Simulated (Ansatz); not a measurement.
`[OH][SnH2][SiH2]Cl` + `BOCCO` → `O[CH2][SnH2][OH]` + `BOC[SiH2]Cl`  (redistribution)

Gas-phase electronic energies from Ansatz, PBE0-D4/def2-TZVP geometries. CBS: MP2 limit from def2 TZ/QZ plus the TZ coupled-cluster correction, frozen cores. DFT in def2-TZVPP. B3LYP here is the variant with VWN-RPA as its local correlation; programs differ in this. def2 core potentials past Kr. For Sn outer-core shells are correlated without core-valence functions, which leaves a few kJ/mol of doubt a bond. Each species was taken in one conformer, which may not be the lowest.

| level | ΔE (kcal/mol) |
| --- | --- |
| PBE-D4 | 10.6 |
| ωB97X-V | 9.1 |
| B3LYP | 9.3 |
| MP2/def2-TZVPP | 7.6 |
| CCSD/def2-TZVPP | 8.6 |
| HF/def2-QZVPP | 10.0 |
| SCS-MP2/def2-QZVPP | 7.8 |
| CCSD/CBS(def2) | 8.8 |

Q: What does CCSD(T)/CBS give? (Best estimate.)

A: The calculation gave: +8.7 kcal/mol. The listed levels differ from it by 1.9, 0.4, 0.6, -1.1, -0.1, 1.3, -0.9, 0.1 kcal/mol.

Largest T1 diagnostic among the species: 0.013.

In def2-TZVPP, CCSD(T) changes the Hartree–Fock value by −1.7 kcal/mol (the triples alone add −0.1 kcal/mol) and MP2 by −2.5 kcal/mol.
